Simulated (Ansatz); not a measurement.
Ansatz (a program for electronic structure) input (CCSD(T)/def2-SVPD):

Ansatz 0.2 input:
```yaml
crystal:
  periodic: [false, false, false]
  atoms:
    - {symbol: Te, position_ang: [0.29996793, 2.11502631, -1.76283049]}
    - {symbol: Ge, position_ang: [0.03354315, 0.23650745, -0.19712405]}
    - {symbol: Te, position_ang: [-1.82242606, 0.38326232, 1.70025459]}
    - {symbol: Te, position_ang: [-0.58481740, -2.16714843, -1.14910781]}
    - {symbol: Te, position_ang: [2.08658632, -0.47701655, 1.33326861]}
    - {symbol: H, position_ang: [-1.45007316, 1.95982300, 2.09274165]}
    - {symbol: H, position_ang: [-1.73802145, -1.57425286, -2.19640510]}
    - {symbol: H, position_ang: [3.19055269, -0.36823861, 0.08921797]}
basis:
  gaussian:
    orbitals: def2-SVPD
total_charge: -1
magnetization: {spin_polarized: false}
correlation: {method: ccsd_t, electrons: outside_noble_gas}
output: {forces: true}
```

Output:

```
Functional definition: HF
integrals: 1.20 GiB planned
2382 factors; integrals over basis functions are off by at most 4.0e-4 eV
1.53 GiB of device memory are held for the factors and their scratch space
mean field: 2.49 GiB planned
mean field evaluation 1: about -85576.4644 eV, gradient 2.8e1 eV
mean field evaluation 2: about -85576.5476 eV, gradient 2.8e1 eV
mean field evaluation 4: about -85579.8872 eV, gradient 3.1e0 eV
mean field evaluation 8: about -85579.9640 eV, gradient 3.2e-1 eV
mean field evaluation 16: about -85579.9651 eV, gradient 1.9e-6 eV
mean field -85579.96511071 eV, -3145.0057096349 hartree, gradient 1.9e-6 eV, S^2 0.000000; 0 other end points of the search recorded, 0 dependent functions left out
50 core orbitals not correlated
reference -85579.96511071 eV, -3145.0057096349 hartree; 16, 16 occupied and 136, 136 virtual orbitals, 2382 factors
densities: 7.47 GiB planned
second order -14.32120034 eV of doubles, -0.00000000 eV of singles
coupled cluster: 2.78 GiB planned
cycle   1  -15.14600852 eV  change   -8.2e-1 eV  update   1.4e-1
cycle   2  -15.65685016 eV  change   -5.1e-1 eV  update   4.1e-2
cycle   3  -15.77291525 eV  change   -1.2e-1 eV  update   2.3e-2
cycle   4  -15.76999138 eV  change    2.9e-3 eV  update   6.8e-3
cycle   5  -15.76745020 eV  change    2.5e-3 eV  update   3.5e-3
cycle   6  -15.76684223 eV  change    6.1e-4 eV  update   1.2e-3
cycle   7  -15.76671185 eV  change    1.3e-4 eV  update   5.2e-4
cycle   8  -15.76681954 eV  change   -1.1e-4 eV  update   2.0e-4
cycle   9  -15.76687992 eV  change   -6.0e-5 eV  update   6.8e-5
cycle  10  -15.76686780 eV  change    1.2e-5 eV  update   2.5e-5
cycle  11  -15.76686596 eV  change    1.8e-6 eV  update   9.3e-6
cycle  12  -15.76687016 eV  change   -4.2e-6 eV  update   3.7e-6
perturbative correction -0.71074619 eV, -0.0261194406 hartree
the calculation of the forces begins
1.53 GiB of device memory are held for the factors and their scratch space
Total energy: -85596.44272706 eV, -3145.6112508667 hartree
Atom 0 at     0.299968     2.115026    -1.762830 Å, force     0.036866     0.259936    -0.216651 eV/Å
Atom 1 at     0.033543     0.236507    -0.197124 Å, force    -0.021956    -0.154809     0.129030 eV/Å
Atom 2 at    -1.822426     0.383262     1.700255 Å, force    -0.150145    -0.107714     0.060831 eV/Å
Atom 3 at    -0.584817    -2.167148    -1.149108 Å, force     0.071920    -0.180398     0.011413 eV/Å
Atom 4 at     2.086586    -0.477017     1.333269 Å, force     0.033634    -0.026286     0.189800 eV/Å
Atom 5 at    -1.450073     1.959823     2.092742 Å, force     0.047906     0.128013     0.018222 eV/Å
Atom 6 at    -1.738021    -1.574253    -2.196405 Å, force    -0.091725     0.068745    -0.076648 eV/Å
Atom 7 at     3.190553    -0.368239     0.089218 Å, force     0.073500     0.012514    -0.115997 eV/Å
Dipole moment:    -0.074634    -0.526230     0.438602 e Å
```

It need not be the lowest isomer of its formula. Whether it binds its extra electron was not tested at this geometry.
